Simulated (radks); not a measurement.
These are the eigenvalues of the occupied orbitals of an atom or ion with whole-number occupations (eV). All-electron calculation, scalar-relativistic Kohn-Sham, PBEsol, spin-polarised, spherical densities, finite nucleus; Fermi nuclear charge, rms radius of each element as measured or else 0.836 A^(1/3) + 0.57 fm. Program: a radial shooting solver on a logarithmic mesh with Libxc functionals.

| orbital | eigenvalue |
|---|---|
| 1s up | -95594.43 |
| 1s down | -95594.30 |
| 2s up | -21163.66 |
| 2s down | -21156.83 |
| 2p up | -18839.08 |
| 2p down | -18833.49 |
| 3s up | -8221.910 |
| 3s down | -8213.995 |
| 3p up | -7545.854 |
| 3p down | -7537.908 |
| 3d up | -6988.623 |

Which element is it, and in what charge state? The configuration may be excited. Open shells, if any, are filled with parallel spins first.

Answer. Z = 83, bismuth, charge +64: Bi64+ in [Ar] 3d1. The list shows which subshells hold electrons but not how many an open one holds; the 1s level, -3513 hartree, gives Z - s = 83.8 by -(Z - s)^2/2, which with screening and relativity narrows Z to a few neighbours, and the depths of the outer levels then fix element, charge and occupations together.
